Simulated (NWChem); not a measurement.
Species: HSO₄ anion

```xyz
6

O      0.7129    -0.4921     1.2535
S     -0.0111    -0.1564    -0.0027
O      0.7663    -0.4408    -1.2400
O     -1.4390    -0.5393    -0.0404
O     -0.1182     1.5531     0.0282
H      0.8009     1.8549     0.0328
```
Atoms are numbered in this order, from 1.

Results from NWChem. Medium grid unless said otherwise, to which SCAN and Minnesota functionals are sensitive. Structure relaxed at the B3LYP/def2-SVPD level. Not confirmed as a minimum by frequencies. B3LYP is NWChem's, with the RPA form of VWN correlation. Total energies of different functionals are on different scales.

| level | energy (Ha) | highest occupied level (eV) | orbital gap (eV) |
|---|---|---|---|
| B3LYP/def2-SVPD | -699.4045 | -2.48 | 6.20 |
| PBE/def2-SVPD | -698.9416 | -1.06 | 4.43 |
| PW6B95/def2-SVPD | -700.0401 | -2.90 | 6.72 |
| CAM-B3LYP/def2-SVPD | -699.3139 | -4.23 | 8.75 |
| LC-wPBE (HJS exchange hole, range parameter 0.4 per bohr)/def2-SVPD | -699.0632 | … | … |
| MN15/def2-SVPD | -698.9489 | -3.58 | 8.72 |
| TPSSh/def2-SVPD | -699.4024 | -1.79 | 5.55 |
| TPSS/def2-SVPD | -699.4507 | -1.13 | 4.66 |
| LDA (Slater exchange, PW92)/def2-SVPD | -695.9351 | -1.28 | 4.63 |
| OLYP/def2-SVPD | -699.3399 | -0.96 | 4.02 |
| M06/def2-SVPD | -699.2560 | -2.88 | 6.08 |

Fill in the missing entries.


- LC-wPBE (HJS exchange hole, range parameter 0.4 per bohr)/def2-SVPD, highest occupied level (eV): -5.53
- LC-wPBE (HJS exchange hole, range parameter 0.4 per bohr)/def2-SVPD, orbital gap (eV): 10.99
